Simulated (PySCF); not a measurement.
## Identify the compound

Molecular formula: C5H6BNO2. Simulated spectra:

$^{1}$H NMR (600 MHz, computed): δ 8.88 (dd, J = 5.4, 1.1 Hz, 2H), 7.47 (dd, J = 5.4, 1.1 Hz, 2H), 4.43 (br s, 2H).

$^{13}$C{$^{1}$H} NMR (computed): δ 155.8 (CH, 2C), 141.8 (C), 132.2 (CH, 2C).

PySCF 2.14.0 with density-fitted response routines calculation with PBE0/pcSseg-1 with gauge-including orbitals, PBE0-D3(BJ)/def2-SVP structure and B3LYP/pcJ-1 coupling constants (spin–dipole term only in couplings to heteroatoms); isolated molecule, non-relativistic Hamiltonian, a single conformation, rapidly exchanging positions averaged.

Scale: $^{1}$H and $^{13}$C vs TMS (reference shieldings calculated alike).

Problem. Deduce the structure.

Solution. 
- 3 carbon signals for 5 carbons: some carbons are equivalent by symmetry or fast rotation.
- Carbon types of the structure: 1 × C, 4 × CH, leaving 2 H on heteroatoms.
- δC 155.8: aromatic CH next to a ring nitrogen; the adjacent pyridine-type nitrogen withdraws density from it.
- δC 141.8: substituted aromatic carbon.
- δC 132.2: aromatic CH; the aromatic region.
- δH 8.88: hydrogen on an aromatic CH next to a ring nitrogen; ring current plus the neighbouring ring nitrogen.
- δH 7.47: hydrogen on an aromatic CH; aromatic region.
- δH 4.43: hydrogen on an oxygen bonded to B; labile proton, position sensitive to the medium.
- The protons at 7.47 and 8.88 share a coupling of 5.4 Hz (vicinal, an ortho-type coupling).

Structure: SMILES OB(O)c1ccncc1.

The data come from this structure; uniqueness wasn't tested.

The OH or NH signal is concentration- and solvent-dependent in practice; the value given is the gas-phase one. A carbon bonded to boron is broadened by the quadrupolar boron nucleus and is often missing from a measured spectrum. Multiplet labels drop couplings under 1 Hz and merge nearly equal ones. Couplings among chemically equivalent protons are left out too, so labels in AA′BB′ or AA′XX′ sets are apparent multiplicities. Unscaled 3J(H,H) at this level run about 10 % above measured values. Shifts are as computed. Against solution values, carbons near 30 ppm lie about +2 ppm off and those near 130 ppm about +5 ppm. Of 1211 compounds with measured shifts, 218 miss one by over three times the rms of a fit or turn the order of signals round; such compounds aren't used in these exercises.
